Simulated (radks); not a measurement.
The erbium ion Er3+, configuration [Xe] 4f11.

All-electron calculation, scalar-relativistic Kohn-Sham, SCAN, spin-polarised, spherical densities, finite nucleus; open shells are filled with parallel spins first (spin-orbit coupling, left out, can overturn this in heavy ions); meta-GGA in the generalised Kohn-Sham scheme; Fermi nuclear charge, rms radius 5.2516 fm. Program: a radial shooting solver on a logarithmic mesh with Libxc functionals.

Energy parts (hartree):
part                       energy
total                 -13085.4468
kinetic                14185.2321
electron-nucleus      -32034.4280
Hartree                 5041.5964
exchange-correlation    -277.8473

Orbitals (lengths in bohr, moments of r in powers of bohr; <r^-3> diverges for s and p1/2):
| orbital | occ. | eigenvalue (hartree) | <1/r> | <r^-3> |
|---|---|---|---|---|
| 1s up | 1 | -2112.177 | 77.54 | - |
| 1s down | 1 | -2112.177 | 77.54 | - |
| 2s up | 1 | -356.7274 | 18.07 | - |
| 2s down | 1 | -356.7248 | 18.07 | - |
| 2p up | 3 | -315.5049 | 16.67 | 14320 |
| 2p down | 3 | -315.5030 | 16.68 | 14330 |
| 3s up | 1 | -81.30210 | 6.670 | - |
| 3s down | 1 | -81.24369 | 6.674 | - |
| 3p up | 3 | -68.67638 | 6.223 | 3090 |
| 3p down | 3 | -68.61578 | 6.228 | 3094 |
| 3d up | 5 | -52.86405 | 5.890 | 408.6 |
| 3d down | 5 | -52.81480 | 5.894 | 409.2 |
| 4s up | 1 | -17.24595 | 2.810 | - |
| 4s down | 1 | -17.11901 | 2.808 | - |
| 4p up | 3 | -13.06823 | 2.575 | 695.9 |
| 4p down | 3 | -12.94311 | 2.571 | 693.8 |
| 4d up | 5 | -7.45877 | 2.277 | 77.93 |
| 4d down | 5 | -7.33387 | 2.272 | 77.55 |
| 4f up | 7 | -1.35383 | 1.717 | 11.36 |
| 4f down | 4 | -1.23580 | 1.695 | 11.11 |
| 5s up | 1 | -3.06447 | 1.082 | - |
| 5s down | 1 | -3.04028 | 1.070 | - |
| 5p up | 3 | -2.06515 | 0.9133 | 94.13 |
| 5p down | 3 | -2.04669 | 0.9058 | 92.13 |

The highest occupied level is 4f down at -33.628 eV. The electron density at the nucleus is 9.193e+05 e/bohr^3 (large components only). For comparison, the ionisation energy in NIST's Atomic Spectra Database is 42.42 eV (semi-empirical). In exact Kohn-Sham theory the highest level is minus the ionisation energy, but local and semilocal functionals leave it too shallow, through self-interaction and a potential that decays too fast; potentials with the right tail come closer. Spin moment in Bohr magnetons: 3. The density falls to 0.001 e/bohr^3 at r = 3.12 bohr. Summed over all electrons, <r^2> = 33.13 bohr^2, which gives a Langevin (diamagnetic) susceptibility term of -26.2 x 10^-6 cm^3/mol.

Empty levels of this run are not shown, since the potential may be unsettled where no density lies.
